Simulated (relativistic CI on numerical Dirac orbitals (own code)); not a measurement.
**How well does a small relativistic CI reproduce Ge⁵⁺?**

Computed by Dirac-Coulomb-Breit CI, separate exchange-only KLI orbitals for each configuration, model QED, valence Slater integrals scaled by 0.85, P86 correlation estimate, and configurations built on the next ion tied to the tabulated ionisation energy (semi-empirical) (own radial code, finite nucleus).

CI space (outside the closed core [Ne]): 3s2 3p6 3d9, 3s2 3p6 3d8 4s, 3s2 3p6 3d8 4p, 3s2 3p6 3d8 4d, 3s2 3p6 3d8 5s, 3s2 3p6 3d8 4f, 3s2 3p5 3d10, 3s2 3p6 3d8 5p, 3s2 3p6 3d7 4s2, 3s2 3p6 3d8 5d, 3s 3p6 3d10, 3s2 3p6 3d8 5f, 3s2 3p6 3d8 5g, 3s2 3p6 3d7 4s 4p, 3s2 3p6 3d7 4p2, 3s2 3p6 3d7 4s 4d, 3s2 3p6 3d7 4p 4d. Levels of other configurations are missing.

```csv
Configuration,Term (tabulated),J,Measured (cm⁻¹),Computed,Error,Purity (%)
3s2 3p6 3d9,2D,5/2,0.0,0,0,100
3s2 3p6 3d9,2D,3/2,4560.0,4479,-81,100
3s2 3p6 3d8 4s,4F,9/2,303696.2,309467,5770,100
3s2 3p6 3d8 4s,4F,7/2,306243.4,311928,5685,92
3s2 3p6 3d8 4s,4F,5/2,308657.2,314333,5676,97
3s2 3p6 3d8 4s,4F,3/2,310199.1,315869,5670,98
3s2 3p6 3d8 4s,2F,7/2,313024.6,318122,5097,91
3s2 3p6 3d8 4s,2F,5/2,316936.8,321973,5036,94
3s2 3p6 3d8 4s,2D,3/2,329073.6,334856,5782,72
3s2 3p6 3d8 4s,4P,3/2,332376.6,338168,5792,81
3s2 3p6 3d8 4s,4P,1/2,332497.0,338295,5798,99
3s2 3p6 3d8 4s,2P,3/2,339335.3,344299,4963,91
3s2 3p6 3d8 4s,2P,1/2,340525.3,345405,4880,99
3s2 3p6 3d8 4s,2G,9/2,343624.4,347048,3423,100
3s2 3p6 3d8 4s,2G,7/2,343674.0,347096,3422,99
3s2 3p6 3d8 4s,2S,1/2,391183.2,395147,3964,99
3s2 3p6 3d8 4p,4D°,7/2,404892.3,410410,5518,91
3s2 3p6 3d8 4p,4D°,5/2,408981.1,414420,5439,90
3s2 3p6 3d8 4p,4G°,11/2,411591.6,416214,4622,100
3s2 3p6 3d8 4p,4G°,7/2,411885.9,416616,4730,74
3s2 3p6 3d8 4p,4D°,3/2,412037.7,417445,5407,93
3s2 3p6 3d8 4p,4D°,1/2,413872.6,419286,5413,98
3s2 3p6 3d8 4p,2D°,5/2,420117.8,424710,4592,66
3s2 3p6 3d8 4p,2G°,7/2,421310.0,425572,4262,58
3s2 3p6 3d8 4p,2D°,3/2,423030.0,427701,4671,67
3s2 3p6 3d8 4p,2F°,5/2,424506.4,428631,4125,73
3s2 3p6 3d8 4p,4P°,3/2,429997.3,435199,5202,70
3s2 3p6 3d8 4p,4P°,5/2,430736.0,435862,5126,57
3s2 3p6 3d8 4p,4P°,1/2,431041.9,436422,5380,89
3s2 3p6 3d8 4p,2F°,5/2,433507.0,438362,4855,69
3s2 3p6 3d8 4p,2D°,3/2,436023.6,440911,4887,57
3s2 3p6 3d8 4p,2P°,1/2,436727.0,441411,4684,87
3s2 3p6 3d8 4p,2D°,5/2,437801.0,442877,5076,84
3s2 3p6 3d8 4p,4D°,1/2,441221.0,445307,4086,95
3s2 3p6 3d8 4p,4D°,3/2,441278.0,445455,4177,76
3s2 3p6 3d8 4p,4D°,5/2,441386.0,445554,4168,59
3s2 3p6 3d8 4p,4D°,7/2,442790.4,446678,3888,74
3s2 3p6 3d8 4p,2H°,9/2,444442.2,447173,2730,97
3s2 3p6 3d8 4p,2D°,5/2,445670.0,449605,3935,65
3s2 3p6 3d8 4p,2H°,11/2,448258.9,450781,2522,100
3s2 3p6 3d8 4p,2P°,1/2,449093.0,452954,3861,76
```

Measured levels from Sugar and Musgrove, J. Phys. Chem. Ref. Data 22, 1213 (1993); pairs were made by configuration, J and term (by order where the table uses no LS term), so strongly mixed levels may be paired wrongly.

Mean error by configuration (cm⁻¹): 3s2 3p6 3d9 -81; 3s2 3p6 3d8 4s 5068; 3s2 3p6 3d8 4p 4534. Over the excited levels the mean absolute error is 4610 cm⁻¹ (40 of the 48 excited levels that our extract of the source holds in range could be paired, and the others can miss by more), and the median relative error of those above 1,000 cm⁻¹ is 1.2 %.
